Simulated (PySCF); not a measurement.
# Computed spin Hamiltonian

Species: C4H6ClSi (doublet state).
Z-matrix (Å and degrees, GFN2-xTB geometry), rows numbered from 1:
```
C 
C   1  1.3195
C   2  1.4487  1  115.55
Cl  3  1.7351  2  118.72  1  -179.95
C   3  1.3285  2  117.34  1     0.08
Si  5  1.9031  3  113.27  2    -0.12
H   1  1.0738  2  127.38  3   179.87
H   2  1.0823  1  124.47  3   179.84
H   5  1.0750  3  122.43  2  -179.90
H   6  1.5110  5   94.11  3  -179.38
H   6  1.4820  5  116.81  3   -81.65
H   6  1.4807  5  116.53  3    82.52
```

The hyperfine couplings belong to this conformer and change with its torsions.

As a line formula: `ClC(=C/[SiH3])/C=[C]/[H]` [radical].

Method used: UKS B3LYP, pcH-1 on C Cl H Si, non-relativistic, mean-field spin-orbit, GIAO (PySCF). One conformer (not necessarily the lowest) at the GFN2-xTB geometry, without solvent, vibrations or thermal averaging. A GFN2-xTB geometry isn't a minimum of the functional, and hyperfine couplings can be far from their values at a DFT geometry. Stability of the SCF solution: not tested.

| Property | Result |
| --- | --- |
| g1, g2, g3 | 2.00204, 2.00230, 2.00307 |
| g_iso | 2.00247 |
| Form of g | rhombic: the two nearest values differ by 26 % of g3 − g1 |
| ⟨S²⟩ | 0.7600 (exact 0.7500) |
| α and β electrons | 31, 30 |
| Total energy | -905.60597 Eh |
| Basis functions | 230 |

Hyperfine couplings atom by atom, in MHz; T1 to T3 are the principal values of the dipolar part; ρ(0) is the spin density at the nucleus:

```
atom  isotope  a_iso  of which spin–orbit     T1     T2    T3  Mulliken spin population  ρ(0) (bohr⁻³)
  C1      13C  260.1                  0.0  -45.8  -31.7  77.4                      0.50         0.2314
  C2      13C   -9.3                  0.0  -12.8    0.4  12.3                     -0.07        -0.0082
  C3      13C   -3.9                  0.0   -3.4   -1.0   4.5                      0.01        -0.0035
 Cl4     35Cl    1.1                  0.0   -1.0   -0.8   1.9                      0.00         0.0026
  C5      13C   48.1                  0.0  -10.3   -6.2  16.4                      0.06         0.0428
 Si6     29Si  137.6                 -0.2   -4.9   -2.2   7.1                     -0.09        -0.1551
  H7       1H   27.0                  0.0  -16.4   -6.5  22.9                      0.01         0.0060
  H8       1H   79.6                  0.0   -3.9   -0.3   4.1                      0.03         0.0178
  H9       1H   -0.1                  0.0   -4.9   -0.2   5.1                      0.00         0.0000
 H10       1H  507.4                  0.0   -4.0   -3.7   7.7                      0.28         0.1135
 H11       1H  263.5                  0.0   -3.4   -0.9   4.3                      0.14         0.0589
 H12       1H  252.1                  0.0   -3.4   -1.0   4.3                      0.13         0.0564
```

Largest spin populations (Mulliken): C1 (+0.50), H10 (+0.28), H11 (+0.14) and H12 (+0.13).

The SMILES `[H]/[C]=C/C(Cl)=C\[SiH3]` draws the unpaired electron on C1, whose computed spin population is only +0.50.

Axes: g1 points within 8° of the C1–H7 bond.

Under fast tumbling the dipolar parts average out, and these isotropic splittings remain: 3 × 1H (H10/H11/H12, I = 1/2, 4 lines) with 12.17 mT, 1 × 1H (H8, I = 1/2, 2 lines) with 2.84 mT, 1 × 1H (H7, I = 1/2, 2 lines) with 0.96 mT and 1 × 35Cl (Cl4, I = 3/2, 4 lines) with 0.04 mT.

Nuclei that the bonding pattern makes equivalent are averaged, as if the motion that swaps them (rotation, inversion, ring flip) were fast. The three 1H nuclei of mean +341.0 MHz run from 252.1 to 507.4 MHz in the frozen geometry.

Main isotope only: 35Cl (natural samples also hold 24 % 37Cl, magnetic too, which adds its own pattern).

The 13C coupling of C1 (260.1 MHz) shows only in satellite lines or after enrichment, since that isotope makes up about 1.07 % of natural carbon.

The 29Si coupling of Si6 (137.6 MHz) shows only in satellite lines or after enrichment, since that isotope makes up about 4.7 % of natural silicon.
